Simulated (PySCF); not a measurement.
Molecule: SMILES [Si](C)(C)(Cl)[Si](Cl)(Cl)Cl, C2H6Cl4Si2.

Atom-mapped SMILES (the numbers label the heavy atoms): `[CH3:1][Si:2]([CH3:3])([Cl:4])[Si:5]([Cl:6])([Cl:7])[Cl:8]` (H(Xn): hydrogen on atom n).

Geometry PBE0-D3(BJ)/def2-SVP throughout; GIAO in PySCF 2.14, gas phase, one conformer, non-relativistic; equivalent atoms averaged; functional PBE0.

For orientation, pcSseg-1 gives these absolute shieldings σ: C1/C3 183.4, Si5 311.6, Si2 325.6, Cl6/Cl7/Cl8 805.0, Cl4 954.3, H(C1)/H(C3) 30.70 ppm.

A run gave: C1/C3 185.4, Si5 305.8, Si2 312.9, Cl6/Cl7/Cl8 794.5, Cl4 938.4, H(C1)/H(C3) 30.86 ppm (absolute shieldings σ).

Which basis set was used in that run?
A. def2-TZVP
B. STO-3G
C. 6-311+G(2d,p)
D. 6-31G
E. pcSseg-0

## Answers

A. Si2 tells them apart best: def2-TZVP gives 312.9, pcSseg-0 gives 304.5, 6-311+G(2d,p) gives 322.8, 6-31G gives 386.1, STO-3G gives 499.3 ppm.
